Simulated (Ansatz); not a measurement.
`C[NH][GeH3]` + `C=N` → `C=[N][GeH3]` + CH₃NH₂  (ligand exchange at a Ge–N bond)

Calculated with Ansatz (gas phase, PBE0-D4/def2-TZVP geometries, no zero-point term in ΔE). CCSD(T)/CBS adds triple-zeta CCSD(T) − MP2 to the extrapolated MP2 energy (def2 sets, frozen cores). This one scheme is used for every species. Functionals use def2-TZVPP. HSE06 is defined as in plane-wave codes. For Ge outer-core shells are correlated without core-valence functions, which leaves a few kJ/mol of doubt a bond. Scalar relativity is left out up to krypton.

```
           level  ΔE (kcal/mol)
        HSE06-D4           -0.3
    CAM-B3LYP-D4           -0.1
           BHLYP           -0.4
   CCSD/def2-SVP            1.6
CCSD(T)/def2-SVP            1.5
  MP2/def2-TZVPP            0.0
 CCSD/def2-TZVPP            0.5
   HF/def2-QZVPP           -0.3
```

Question: What does CCSD(T)/CBS give? (Estimate.)

Answer: Ansatz gave: +0.3 kcal/mol. The listed levels differ from it by -0.6, -0.4, -0.7, 1.3, 1.2, -0.3, 0.2, -0.6 kcal/mol.

Question: What do rigid-rotor, harmonic-oscillator terms from PBE0-D4/def2-TZVP frequencies (298.15 K, 1 bar) make of the CCSD(T)/CBS value? (Best estimate.)

Answer: The calculation gave: ΔZPE = +0.2 kcal/mol, ΔH = +0.3 kcal/mol, ΔS = -2 J/(mol·K), ΔG = +0.5 kcal/mol.

Largest T1 diagnostic among the species: 0.013.

At CCSD(T), def2-SVP lies +1.2 kcal/mol from the extrapolated value and def2-TZVPP +0.1 kcal/mol. Leaving LDA and LC-ωPBE aside and taking each functional with its dispersion term where it has one, the values, not all of them listed here, spread over 0.7 kcal/mol, from BLYP-D4 to ωB97X-V.
